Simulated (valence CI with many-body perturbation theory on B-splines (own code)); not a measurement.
E1 line list for Er LXII

Calculated by relativistic CI+MBPT: five valence electrons over a frozen Dirac-Fock core [He], radial functions for each j: 11 s, 11 p, 10 d, 8 f, 5 g, 2 h, with the one-electron correlation potential Σ1, the two-electron term Σ2, the three-electron term Σ3, Breit, model QED; selected CI, second order for the rest, scaled by the run's own slope (own B-spline code, finite nucleus).

The last digits are not significant, and no measured levels were compared; by estimate large intervals hold to a few tenths of a per cent, small ones and those within an open d or f shell to about a per cent. Among the levels kept, up to 7400 cm⁻¹ of a level comes from second order outside the variational space, and about a tenth of that is noise between levels of different J, which matters for small intervals.

Lines 201 to 250 of 600 in falling wavelength, among levels below 10471 eV, chosen from the strongest by gf and those to the six lowest levels. Wavelengths and rates use the calculated energies. Electric multipoles are in the length gauge with retardation, E1 and E2 with the static RPA response of the core. Weak lines are less certain than strong ones. Lines between different terms over intervals too small for the method are left out, as are lines whose strength nearly cancels. The highest levels of a list are the least certain.

Levels are named by their leading jj configuration (3d3/2^4 stands for four electrons in 3d with j = 3/2), which in mixed levels can hold well under half, so a name can repeat and another be missing. Letters in brackets count levels of one name in rising energy.

| λ vac (Å) | Upper | Lower | A (s⁻¹) | log gf | Branch % |
| --- | --- | --- | --- | --- | --- |
| 9.863 | (2p1/2^2 2p3/2^2 3d3/2) J=1/2 | (2s 2p1/2^2 2p3/2 3d3/2) J=1/2 [b] | 2.88e+12 | -1.08 | 1.2 |
| 9.835 | (2p1/2^2 2p3/2^2 3d3/2) J=5/2 | (2s 2p1/2^2 2p3/2 3d3/2) J=5/2 [b] | 1.12e+12 | -1.01 | 1.8 |
| 9.828 | (2p1/2^2 2p3/2^2 3d3/2) J=7/2 | (2s 2p1/2^2 2p3/2 3d3/2) J=5/2 [b] | 3.07e+12 | -0.45 | 15.6 |
| 9.802 | (2s 2p1/2 2p3/2^3) J=3/2 [a] | (2s^2 2p1/2 2p3/2^2) J=3/2 | 4.24e+12 | -0.61 | 95.3 |
| 9.787 | (2s 2p1/2 2p3/2^2 3p3/2) J=5/2 [b] | (2s^2 2p1/2 2p3/2 3p3/2) J=3/2 [a] | 1.35e+12 | -0.93 | 0.5 |
| 9.772 | (2p1/2^2 2p3/2^2 3d3/2) J=3/2 | (2s 2p1/2^2 2p3/2 3d3/2) J=3/2 [b] | 2.02e+12 | -0.94 | 5.9 |
| 9.758 | (2p1/2^2 2p3/2^2 3d3/2) J=5/2 | (2s 2p1/2^2 2p3/2 3d3/2) J=3/2 [b] | 2.22e+12 | -0.72 | 3.6 |
| 9.687 | (2s 2p1/2 2p3/2^2 3d5/2) J=7/2 [c] | (2s^2 2p1/2 2p3/2 3d5/2) J=5/2 [b] | 1.06e+12 | -0.92 | 1.7 |
| 9.685 | (2p1/2^2 2p3/2^2 3p3/2) J=3/2 [a] | (2s 2p1/2^2 2p3/2 3p3/2) J=1/2 [b] | 3.23e+12 | -0.74 | 1.2 |
| 9.681 | (2s 2p1/2 2p3/2^2 3p3/2) J=7/2 [c] | (2s^2 2p1/2 2p3/2 3p3/2) J=5/2 [b] | 1.47e+12 | -0.78 | 0.6 |
| 9.677 | (2s 2p1/2 2p3/2^2 3p3/2) J=5/2 [c] | (2s^2 2p1/2 2p3/2 3p3/2) J=3/2 [b] | 1.79e+12 | -0.82 | 0.7 |
| 9.676 | (2s 2p1/2 2p3/2^3) J=5/2 | (2s^2 2p1/2 2p3/2^2) J=5/2 | 4.19e+12 | -0.45 | 93.5 |
| 9.657 | (2s 2p1/2 2p3/2^2 3d5/2) J=9/2 [c] | (2s^2 2p1/2 2p3/2 3d5/2) J=7/2 [b] | 1.71e+12 | -0.62 | 13.0 |
| 9.650 | (2s 2p1/2 2p3/2^2 3p3/2) J=3/2 [e] | (2s^2 2p1/2 2p3/2 3p3/2) J=3/2 [b] | 2.04e+12 | -0.94 | 1.6 |
| 9.646 | (2s 2p1/2 2p3/2^2 3p3/2) J=1/2 [c] | (2s^2 2p1/2 2p3/2 3p3/2) J=1/2 [b] | 3.65e+12 | -0.99 | 1.4 |
| 9.638 | (2s 2p1/2 2p3/2^2 3d5/2) J=5/2 [d] | (2s^2 2p1/2 2p3/2 3d5/2) J=5/2 [b] | 1.88e+12 | -0.80 | 0.4 |
| 9.626 | (2s 2p1/2 2p3/2^2 3d3/2) J=3/2 [c] | (2s^2 2p1/2 2p3/2 3d3/2) J=5/2 [a] | 2.21e+12 | -0.91 | 0.7 |
| 9.615 | (2s 2p1/2 2p3/2^2 3d5/2) J=3/2 [c] | (2s^2 2p1/2 2p3/2 3d5/2) J=3/2 [b] | 1.63e+12 | -1.04 | 0.1 |
| 9.608 | (2s 2p1/2 2p3/2^2 3d5/2) J=3/2 [d] | (2s^2 2p1/2 2p3/2 3d5/2) J=1/2 | 2.40e+12 | -0.88 | 1.5 |
| 9.603 | (2s 2p1/2^2 2p3/2 3d3/2) J=3/2 [b] | (2s^2 2p1/2^2 3d3/2) J=3/2 | 4.31e+12 | -0.62 | 4.3 |
| 9.599 | (2s 2p1/2 2p3/2^3) J=1/2 | (2s^2 2p1/2 2p3/2^2) J=1/2 | 3.00e+12 | -1.08 | 26.3 |
| 9.598 | (2s 2p1/2^2 2p3/2 3d5/2) J=7/2 [b] | (2s^2 2p1/2^2 3d5/2) J=5/2 | 4.94e+12 | -0.26 | 1.7 |
| 9.593 | (2s 2p1/2 2p3/2^2 3d5/2) J=7/2 [e] | (2s^2 2p1/2 2p3/2 3d5/2) J=7/2 [b] | 3.32e+12 | -0.44 | 0.3 |
| 9.585 | (2s 2p1/2 2p3/2^2 3d5/2) J=5/2 [e] | (2s^2 2p1/2 2p3/2 3d5/2) J=3/2 [b] | 2.51e+12 | -0.68 | 0.7 |
| 9.584 | (2s 2p1/2^2 2p3/2 3p3/2) J=5/2 [b] | (2s^2 2p1/2^2 3p3/2) J=3/2 | 5.39e+12 | -0.35 | 3.1 |
| 9.570 | (2s 2p1/2^2 2p3/2 3s) J=1/2 | (2s^2 2p1/2^2 3s) J=1/2 | 4.97e+12 | -0.86 | 3.2 |
| 9.568 | (2s 2p1/2 2p3/2^2 3d5/2) J=7/2 [c] | (2s^2 2p1/2 2p3/2 3d5/2) J=5/2 [a] | 1.12e+12 | -0.91 | 1.8 |
| 9.559 | (2s 2p1/2 2p3/2^2 3p3/2) J=5/2 [e] | (2s^2 2p1/2 2p3/2 3p3/2) J=5/2 [b] | 4.85e+12 | -0.40 | 13.2 |
| 9.551 | (2s 2p1/2 2p3/2^2 3s) J=1/2 [a] | (2s^2 2p1/2 2p3/2 3s) J=3/2 [a] | 3.94e+12 | -0.97 | 3.8 |
| 9.547 | (2p1/2 2p3/2^4) J=1/2 | (2s 2p1/2 2p3/2^3) J=3/2 [b] | 1.20e+13 | -0.48 | 66.7 |
| 9.544 | (2s 2p1/2 2p3/2^2 3p3/2) J=3/2 [f] | (2s^2 2p1/2 2p3/2 3p3/2) J=3/2 [b] | 2.46e+12 | -0.87 | 1.3 |
| 9.543 | (2s 2p1/2 2p3/2^2 3p3/2) J=3/2 [d] | (2s^2 2p1/2 2p3/2 3p3/2) J=5/2 [a] | 3.18e+12 | -0.76 | 2.3 |
| 9.543 | (2s 2p1/2 2p3/2^2 3p3/2) J=3/2 [g] | (2s^2 2p1/2 2p3/2 3p3/2) J=1/2 [b] | 1.89e+12 | -0.99 | 1.5 |
| 9.537 | (2s 2p1/2^2 2p3/2 3p1/2) J=1/2 | (2s^2 2p1/2^2 3p1/2) J=1/2 | 5.79e+12 | -0.80 | 1.2 |
| 9.532 | (2s 2p1/2 2p3/2^2 3d3/2) J=7/2 [c] | (2s^2 2p1/2 2p3/2 3d3/2) J=7/2 | 5.39e+12 | -0.23 | 6.1 |
| 9.531 | (2s 2p1/2 2p3/2^3) J=3/2 [b] | (2s^2 2p1/2 2p3/2^2) J=1/2 | 2.66e+12 | -0.84 | 23.5 |
| 9.530 | (2s 2p1/2^2 2p3/2 3d3/2) J=5/2 [b] | (2s^2 2p1/2^2 3d3/2) J=3/2 | 4.65e+12 | -0.42 | 38.5 |
| 9.530 | (2s 2p1/2 2p3/2^2 3d5/2) J=3/2 [e] | (2s^2 2p1/2 2p3/2 3d5/2) J=1/2 | 1.67e+12 | -1.04 | 0.1 |
| 9.527 | (2s 2p1/2 2p3/2^2 3d5/2) J=3/2 [b] | (2s^2 2p1/2 2p3/2 3d3/2) J=5/2 [b] | 1.91e+12 | -0.98 | 0.2 |
| 9.526 | (2s 2p1/2^2 2p3/2 3p1/2) J=3/2 [b] | (2s^2 2p1/2^2 3p1/2) J=1/2 | 5.40e+12 | -0.53 | 1.4 |
| 9.507 | (2s 2p1/2 2p3/2^3) J=5/2 | (2s^2 2p1/2 2p3/2^2) J=3/2 | 2.59e+11 | -1.68 | 5.8 |
| 9.506 | (2s 2p1/2 2p3/2^2 3s) J=3/2 [d] | (2s^2 2p1/2 2p3/2 3s) J=3/2 [b] | 6.84e+12 | -0.43 | 5.1 |
| 9.505 | (2s 2p1/2 2p3/2^2 3d5/2) J=5/2 [d] | (2s^2 2p1/2 2p3/2 3d5/2) J=3/2 [a] | 3.04e+12 | -0.61 | 0.7 |
| 9.505 | (2s 2p1/2 2p3/2^2 3d3/2) J=5/2 [e] | (2s^2 2p1/2 2p3/2 3d3/2) J=3/2 [b] | 1.21e+12 | -1.01 | 0.1 |
| 9.504 | (2s 2p1/2 2p3/2^2 3d5/2) J=5/2 [c] | (2s^2 2p1/2 2p3/2 3d5/2) J=7/2 [a] | 3.17e+12 | -0.59 | 0.6 |
| 9.502 | (2p1/2^2 2p3/2^3) J=3/2 | (2s 2p1/2^2 2p3/2^2) J=3/2 | 8.63e+12 | -0.33 | 64.5 |
| 9.494 | (2s 2p1/2^2 2p3/2 3d5/2) J=5/2 [b] | (2s^2 2p1/2^2 3d5/2) J=5/2 | 5.53e+12 | -0.35 | 0.4 |
| 9.492 | (2s 2p1/2 2p3/2^2 3p3/2) J=1/2 [b] | (2s^2 2p1/2 2p3/2 3p3/2) J=3/2 [a] | 6.21e+12 | -0.78 | 41.1 |
| 9.492 | (2p1/2^2 2p3/2^3) J=3/2 | (2s 2p1/2^2 2p3/2^2) J=1/2 | 1.96e+12 | -0.97 | 14.7 |
| 9.491 | (2s 2p1/2^2 2p3/2 3s) J=3/2 [b] | (2s^2 2p1/2^2 3s) J=1/2 | 4.95e+12 | -0.57 | 6.3 |

Q: How does gf follow from A for the line at 9.502 Å?

A: gf = 1.4992 × (2J+1)_upper × A / σ², with σ = 10524508 cm⁻¹ and 2J+1 = 4: gf = 0.467.
